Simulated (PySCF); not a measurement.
Open-shell species derived from `C#Cc1cccc(Cl)c1`. All by UKS B3LYP (pcH-1 on C Cl H) in PySCF, non-relativistic with spin–orbit coupling as a perturbation, on GFN2-xTB geometries; isolated species, one conformer each; SCF stability not tested. Couplings are magnitudes for isotopes of over 50 % abundance, averaged over nuclei equivalent by connectivity (but not across a short bond from an atom whose three angles sum to over 350°); populations are Mulliken's. Couplings are sensitive to structure, and on GFN2-xTB geometries they can be far from those on DFT ones, by a factor of two or more for some ions and for spin on atoms past the first row.

| species | change | ⟨S²⟩ | g1 | g2 | g3 | largest spin population on | largest couplings |
| --- | --- | --- | --- | --- | --- | --- | --- |
| [CH+]=[C]c1cccc(Cl)c1 (charge +1 and doublet state) | electron removed | 0.767 | 2.0021 | 2.0061 | 2.0127 | carbon bonded to 2 C and H (0.32) | 1 × 1H 24 MHz, 1 × 1H 21 MHz, 1 × 1H 20 MHz, 1 × 35Cl 6 MHz, and 2 smaller |
| C#CC1=CC=C[C](Cl)C1 | H added to aryl C | 0.791 | 2.0019 | 2.0041 | 2.0050 | carbon bonded to 2 C and H (0.49) | 2 × 1H 135 MHz, 1 × 1H 32 MHz, 1 × 1H 17 MHz, 1 × 1H 11 MHz, and 1 smaller |

Problem. Predict the same entries for `C#CC1=CC[CH]C(Cl)=C1` [radical] (H added to aryl C).

Solution. ⟨S²⟩: 0.794; g1: 2.0022; g2: 2.0023; g3: 2.0025; largest spin population on: carbon bonded to 2 C and H (0.58); largest couplings: 2 × 1H 157 MHz, 1 × 1H 38 MHz, 1 × 1H 29 MHz, 1 × 1H 29 MHz, and 2 smaller. The largest Mulliken spin populations are on C9 (+0.58), C6 (+0.45), C4 (+0.44) and C7 (-0.20). Three atoms exceed +0.15. The positive populations add up to 1.63 and the negative ones to -0.63, together 2S = 1. The angles at C9 add up to 360.0°, so it is planar. (Numbering: [CH:1]#[C:2][C:3]1=[CH:4][CH2:5][CH:6][C:7]([Cl:8])=[CH:9]1 (hydrogens: H10 on C1; H11 on C4; H12, H13 on C5; H14 on C6; H15 on C9).)

Problem. Which has the highest and which the lowest g_iso, and which the widest g anisotropy?

Solution. Highest: [CH+]=[C]c1cccc(Cl)c1 (charge +1 and doublet state) (2.0070, largest spin population on carbon bonded to 2 C and H). Lowest: C#CC1=CC[CH]C(Cl)=C1 (2.0023, largest spin population on carbon bonded to 2 C and H). Widest: [CH+]=[C]c1cccc(Cl)c1 (charge +1 and doublet state), g3 − g1 = 0.0106, which alone would spread the powder pattern at 94 GHz over 17.7 mT.

Problem. How many first-order lines does each doublet give under fast tumbling, over what width, and where is its centre at 9.5 GHz?

Solution. 
```json
{"species": "C#CC1=CC[CH]C(Cl)=C1", "lines": "192", "width (mT)": "15.0", "centre (mT)": "338.98"}
{"species": "[CH+]=[C]c1cccc(Cl)c1 (charge +1 and doublet state)", "lines": "128", "width (mT)": "3.2", "centre (mT)": "338.20"}
{"species": "C#CC1=CC=C[C](Cl)C1", "lines": "48", "width (mT)": "12.1", "centre (mT)": "338.75"}
```

Splittings under 0.05 mT aren't counted.

The drawing needn't show where the spin sits: the atom drawn as the radical centre holds a spin population of 0.45 in C#CC1=CC[CH]C(Cl)=C1, -0.02 in [CH+]=[C]c1cccc(Cl)c1 (charge +1 and doublet state) and 0.35 in C#CC1=CC=C[C](Cl)C1.
